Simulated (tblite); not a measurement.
Species: C₄H₂FN₂ (doublet state).
Structure used (GFN2-xTB), in Å, numbered top down from 1:
```xyz
9
C4H2FN2 angstrom
N      3.898    0.277    0.663
C      2.779    0.161    0.362
C      1.498    0.249   -0.019
N      0.438   -0.285   -0.239
C     -0.839   -0.232   -0.590
C     -1.842    0.071    0.257
F     -3.113   -0.049   -0.148
H     -1.062   -0.592   -1.586
H     -1.742    0.406    1.276
```

Method: GFN2-xTB as coded in tblite; computed harmonic values from a numerical Hessian at the method's own geometry, unscaled. The method is semi-empirical: single wavenumbers can be off by several per cent or more. One conformer, not necessarily the lowest. Open shells enter through the occupations alone, without spin polarisation, and single modes of such species can be off by tens of per cent.

Harmonic wavenumbers (cm⁻¹): 52.1, 91.9, 155.9, 216.5, 310.0, 349.0, 392.3, 444.8, 513.6, 635.4, 848.6, 871.4, 1106.4, 1186.7, 1225.2, 1298.6, 1576.5, 2066.0, 2221.5, 3050.2, 3111.0.

A = 31777, B = 876.0, C = 855.7 MHz; mass 97.020 u (most abundant isotopes); point group C1, symmetry number 1; spin multiplicity 2.

Problem. Zero-point energy?

Solution. Half the sum of the wavenumbers: 10862 cm⁻¹ = 31.05 kcal/mol.

Problem. Entropy at 273.15 K, 1 bar (ideal gas, RRHO, classical rotation)?

Solution. Translation 39.22, rotation 26.74, vibration 17.28, spin (R ln 2) 1.38: S = 84.6 cal/(mol K).

Problem. And Cp and H(273.15 K) − H(0)?

Solution. Cp = 24.82 cal/(mol K), of which vibrations give 16.87 (their classical limit is 21 R = 41.7); H(273.15 K) − H(0) = 4.66 kcal/mol without the zero-point energy, 2.49 from vibrations.

Problem. Blend soft modes into free rotors: weight 1/[1 + (100 cm⁻¹/ν̃)⁴] for the oscillator and the rest for a rotor with moment μB/(μ + B), μ = h/(8π²ν), B = 10⁻⁴⁴ kg m². What vibrational entropy results?

Solution. 15.87 cal/(mol K) in place of 17.28, which changes −T·S at 273.15 K by +0.39 kcal/mol.

Problem. What must be added to the electronic energy to get the Gibbs energy at 273.15 K and 1 bar?

Solution. ZPE + [H(273.15 K) − H(0)] − T·S = 31.05 + 4.66 − 23.11 = 12.60 kcal/mol.

Problem. How do the functions run with temperature in this model?

Solution. 
```json
{"T (K)": "100", "S (cal/(mol K))": "64.9", "Cp (cal/(mol K))": "15.1", "H − H(0) (kcal/mol)": "1.13", "G − H(0) (kcal/mol)": "-5.37", "ln q(vib)": "1.13"}
{"T (K)": "200", "S (cal/(mol K))": "77.4", "Cp (cal/(mol K))": "21.3", "H − H(0) (kcal/mol)": "2.97", "G − H(0) (kcal/mol)": "-12.52", "ln q(vib)": "2.86"}
{"T (K)": "300", "S (cal/(mol K))": "87.0", "Cp (cal/(mol K))": "25.9", "H − H(0) (kcal/mol)": "5.34", "G − H(0) (kcal/mol)": "-20.76", "ln q(vib)": "4.56"}
{"T (K)": "500", "S (cal/(mol K))": "101.9", "Cp (cal/(mol K))": "32.6", "H − H(0) (kcal/mol)": "11.25", "G − H(0) (kcal/mol)": "-39.72", "ln q(vib)": "7.67"}
{"T (K)": "800", "S (cal/(mol K))": "118.7", "Cp (cal/(mol K))": "38.7", "H − H(0) (kcal/mol)": "22.03", "G − H(0) (kcal/mol)": "-72.94", "ln q(vib)": "11.70"}
{"T (K)": "1000", "S (cal/(mol K))": "127.6", "Cp (cal/(mol K))": "41.3", "H − H(0) (kcal/mol)": "30.05", "G − H(0) (kcal/mol)": "-97.60", "ln q(vib)": "14.04"}
```

q(vib) and H(0) count from the zero-point level.

Hindered rotation and anharmonicity are outside this model. Other conformers, if any are populated, would add a mixing term that is left out. The structure is chiral; the term R ln 2 for an equal mix with its mirror image is left out.
